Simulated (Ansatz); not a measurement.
`[SiH3]CN[SiH2]Cl` → `CN[SiH2]Cl` + `[SiH2]`  (silylene formation by 1,1-elimination)

Calculated with Ansatz (gas phase, PBE0-D4/def2-TZVP geometries, no zero-point term in ΔE). CBS: MP2 limit from def2 TZ/QZ plus the TZ coupled-cluster correction, frozen cores. This one scheme is used for every species. DFT in def2-TZVPP. B3LYP here is the variant with VWN-RPA as its local correlation; programs differ in this. Each species was taken in one conformer, which may not be the lowest.

| level | ΔE (kJ/mol) | difference from CCSD(T)/CBS |
| --- | --- | --- |
| PBE-D4 | 226.2 | 4.8 |
| r2SCAN-D4 | 240.5 | 19.1 |
| PBE0-D4 | 233.0 | 11.6 |
| B3LYP-D4 | 217.5 | -3.9 |
| ωB97X-V | 231.5 | 10.1 |
| ωB97M-V | 217.7 | -3.7 |
| B2PLYP | 215.4 | -6.0 |
| PBE | 217.4 | -4.0 |
| r2SCAN | 238.0 | 16.6 |
| PBE0 | 225.2 | 3.8 |
| B3LYP | 203.4 | -18.0 |
| HF/def2-TZVPP | 198.0 | -23.4 |
| MP2/def2-TZVPP | 234.4 | 13.0 |
| SCS-MP2/def2-TZVPP | 222.0 | 0.6 |
| CCSD/def2-TZVPP | 209.8 | -11.6 |
| CCSD(T)/def2-TZVPP | 214.9 | -6.5 |
| HF/def2-QZVPP | 198.8 | -22.6 |
| MP2/def2-QZVPP | 238.4 | 17.0 |
| SCS-MP2/def2-QZVPP | 226.2 | 4.8 |
| HF/CBS(def2) | 198.9 | -22.5 |
| MP2/CBS(def2) | 240.9 | 19.5 |
| CCSD/CBS(def2) | 216.3 | -5.1 |
| CCSD(T)/CBS | 221.4 | 0 |

Largest T1 diagnostic among the species: 0.014.

From PBE to PBE0 (25 % exact exchange), in def2-TZVPP and without D4, ΔE moves by +7.8 kJ/mol. In def2-TZVPP, CCSD(T) changes the Hartree–Fock value by +16.9 kJ/mol (the triples alone add +5.1 kJ/mol) and MP2 by +36.4 kJ/mol. The D4 term adds +14.1 kJ/mol with B3LYP and +7.8 kJ/mol with PBE0; it sums over pairs of atoms, weighted by their polarisabilities, and B3LYP, whose exchange is more repulsive, gets the larger term.
